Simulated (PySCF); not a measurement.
Si(Cl)(F)2(NHMe) (CH₄ClF₂NSi), SMILES [Si](F)(Cl)(NC)F. Atoms are numbered in the order given.

```xyz
10

C     -2.3636     0.1525     0.7130
N     -0.9865     0.4601     1.0676
Si     0.3757     0.2671     0.0947
F      1.6751     0.1917     1.0403
F      0.6731     1.4743    -0.9317
Cl     0.2210    -1.4091    -1.0499
H     -2.8579    -0.4283     1.5089
H     -2.3795    -0.4640    -0.1977
H     -2.9631     1.0588     0.5190
H     -0.8626     0.9198     1.9637
```

Coordinates come from a ωB97X-D3(BJ)/def2-SVP optimisation. This is a generated structure with no PubChem entry under its InChIKey; it may be hypothetical. Other conformers were not sampled.

Two levels are set side by side: PBE/pcSseg-1 (PySCF) and PBE0/pcSseg-1 (PySCF). GIAO shifts against CFCl3 (¹⁹F), HCl (³⁵Cl), NH3 (¹⁵N), TMS (²⁹Si), TMS (¹H), TMS (¹³C) at the same level; non-relativistic, no solvent, atoms listed together averaged. Without spin–orbit terms, shifts of atoms bonded to Cl or Br come out too high at both levels. Differences are taken from unrounded values.

```json
[
 {"quantity": "δ(¹³C) of C1 (ppm)", "PBE0": "31.1", "PBE": "32.2", "PBE minus PBE0": "1.2"},
 {"quantity": "δ(¹⁵N) of N2 (ppm)", "PBE0": "35.0", "PBE": "43.3", "PBE minus PBE0": "8.3"},
 {"quantity": "δ(²⁹Si) of Si3 (ppm)", "PBE0": "-45.7", "PBE": "-45.2", "PBE minus PBE0": "0.5"},
 {"quantity": "δ(³⁵Cl) of Cl6 (ppm)", "PBE0": "17.6", "PBE": "30.0", "PBE minus PBE0": "12.5"},
 {"quantity": "δ(¹H) of H7, H8, H9 (ppm)", "PBE0": "2.97", "PBE": "3.01", "PBE minus PBE0": "0.04"},
 {"quantity": "δ(¹H) of H10 (ppm)", "PBE0": "1.22", "PBE": "1.20", "PBE minus PBE0": "-0.02"}
]
```

Rough cost on one machine, each run with all the roots and properties that it gave: PBE0 against PBE within a factor of 2.
